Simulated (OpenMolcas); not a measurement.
## Mn3+: ligand-field states by method

Mn3+ with 6 ligands (fluoride) in octahedral coordination (Oh) at 1.96 Å. A charge of +0.5 e stands 2.8 Å behind each ligand. Ligand basis ANO-RCC-VDZP.
```
Mn    0.0000    0.0000    0.0000
F     1.9600    0.0000    0.0000
F     0.0000    1.9600    0.0000
F    -1.9600    0.0000    0.0000
F     0.0000   -1.9600    0.0000
F     0.0000    0.0000    1.9600
F     0.0000    0.0000   -1.9600
```

```json
{
  "Program": "OpenMolcas 26.06",
  "Basis": "ANO-RCC-VTZP [6s5p3d2f1g]",
  "Scalar Hamiltonian": "DKH2, point nucleus",
  "Active space": "4 electrons in 5 orbitals (3d)",
  "State averaging": "2S+1 = 5 even, 5 roots; 2S+1 = 3 even, 45 roots; 2S+1 = 1 even, 50 roots",
  "Spin-orbit coupling": "RASSI with atomic mean-field integrals over the reference wave functions"
}
```

I. CASSCF
II. SS-CASPT2, IPEA 0.25 Eh, imaginary shift 0.1 Eh (closed shells correlated: 3s 3p and the ligand valence shells)

Spin-free states (labels of O, the rotations of Oh) in cm-1, each column counted from its own energy of the first state listed:

```tsv
State	Degeneracy	I	II
5E	2	0	0
5T2	3	11261	13280
3T1	3	14614	9380
3E	2	22766	18160
3T1	3	24223	18570
3T2	3	25044	19470
1T2	3	26273	17800
3A2	1	27141	21000
1E	2	27362	19190
3A1	1	27754	21260
3E	2	31348	24630
1A1	1	32660	22610
3T1	3	33435	30450
1A2	1	34288	27100
1T2	3	34546	26820
3T2	3	34690	31700
3T1	3	35432	32300
1T1	3	36456	28270
1E	2	40958	31060
3T2	3	41110	37160
```

From I to II, I's first state of the same spin (5T2) moves from 11261 to 13280 cm-1, by about +2000 cm-1.

From I to II, I's first state of another spin (3T1) moves from 14614 to 9380 cm-1, by about -5200 cm-1.

I: A least-squares ligand-field fit to the states below 45000 cm-1, each weighted by its degeneracy and with a free common offset, gives 10Dq = 11071 cm-1, B = 1141 cm-1 and C = 4319 cm-1 (C/B = 3.78), with an rms deviation of 99 cm-1. The same method and metal basis give the free ion B = 1217 cm-1 (fit to its terms below 60000 cm-1, rms deviation 43 cm-1), so the nephelauxetic ratio is β = 1141 / 1217 = 0.94; it hangs on how both fits weigh the states, and computed free-ion B values tend to be too large, so β mixes covalency with correlation.

χT at 300 K: I 2.94, II 2.95 cm3 K/mol.

Roots that are degenerate in the reference are averaged as groups; the widest CASPT2 spread within a group is 110 cm-1 (the 2-fold group of multiplicity 1 near 31100 cm-1 above the lowest state of its run, II). Shifts and gaps below about the spread of the groups concerned are not significant. Over all roots computed the reference weight is 0.69 to 0.72 in II; a low but even weight reflects the number of correlated electrons. An orbital doublet at a regular site is open to a Jahn-Teller distortion, which this geometry leaves out. This shell can be high or low spin here, a state of another spin lies low, and with metal d orbitals alone active their balance is uncertain, so the ground spin may be wrong. Ligand-to-metal charge-transfer states are missing. With no ligand orbital active B as a rule stays too high, so bands that hang on it stand too high and its fall with covalency is understated. Without dynamic correlation the repulsion within the d shell is too large (B by tens of per cent), so at a given field states of lower spin stand too high (holds for I). With metal d orbitals alone and no dynamic correlation the field as a rule comes out too small, by tens of per cent, by up to half for chloride and softer ligands (holds for I). These CASPT2 states fit no ligand-field parameters well, so their order and spin gaps are uncertain (holds for II). With one d shell and no ligand orbital active, 10Dq can be off by a tenth or more (holds for II). Free-ion shares, where given, are those of the reference states; single-state CASPT2 does not remix them (holds for II). No measured value stands beside these numbers; the geometry was imposed, not optimised, and the real ion may take another.
